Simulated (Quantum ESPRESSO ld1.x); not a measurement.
Q: Neutral iron, 26 electrons, occupied as [Ar] 3d6 4s2. Calculated with ld1.x of Quantum ESPRESSO 7.5: non-relativistic Kohn-Sham, LDA (Slater exchange, VWN5 correlation), spin-polarised, spherical densities, point nucleus; open shells are filled with parallel spins first. Some entries of the table are withheld. Estimate them.

| orbital | occ. | eigenvalue (hartree) | <r^2> (bohr^2) | <1/r> (bohr^-1) |
|---|---|---|---|---|
| 1s up | 1 | -254.204 | 0.004706 | 25.47 |
| 1s down | 1 | -254.203 | 0.004706 | 25.47 |
| 2s up | 1 | -29.5771 | 0.08656 | 5.448 |
| 2s down | 1 | -29.5018 | 0.08630 | 5.456 |
| 2p up | 3 | -25.5555 | 0.06912 | 5.408 |
| 2p down | 3 | -25.4981 | 0.06885 | 5.416 |
| 3s up | 1 | -3.41545 | 0.7774 | 1.724 |
| 3s down | 1 | -3.26381 | 0.7845 | 1.716 |
| 3p up | 3 | -2.24133 | 0.8746 | 1.601 |
| 3p down | 3 | -2.09320 | 0.8889 | 1.590 |
| 3d up | 5 | (1) | 1.628 | 1.231 |
| 3d down | 1 | (2) | 2.015 | 1.172 |
| 4s up | 1 | -0.20999 | 9.993 | 0.4459 |
| 4s down | 1 | -0.18261 | 11.27 | 0.4174 |

A: 
(1) 3d up eigenvalue (hartree): -0.34380
(2) 3d down eigenvalue (hartree): -0.21391
